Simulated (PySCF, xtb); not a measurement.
5-ethenylidene-2H-furan (C6H6O), SMILES C1C=CC(O1)=C=C. Other conformers were not sampled.

Harmonic wavenumbers (cm⁻¹) from GFN2-xTB (xtb) at its own minimum, in rising order: 128, 142, 214, 303, 514, 544, 561, 583, 767, 769, 856, 870, 875, 977, 978, 986, 1036, 1089, 1139, 1143, 1253, 1286, 1330, 1457, 1463, 1632, 2066, 2849, 2893, 3035, 3040, 3150, 3167.

What does PBE0-D3(BJ)/def2-SVP run with PySCF give at its own minimum? (Estimate from the structure and the level; the computed values follow.)

126, 162, 224, 334, 561, 586, 591, 625, 757, 811, 899, 920, 965, 971, 1002, 1024, 1049, 1129, 1196, 1215, 1309, 1375, 1389, 1482, 1497, 1684, 2097, 3019, 3055, 3108, 3189, 3251, 3279. Paired by order, the mean absolute difference is 55 cm⁻¹ and the zero-point energies are 61.6 and 64.2 kcal/mol.
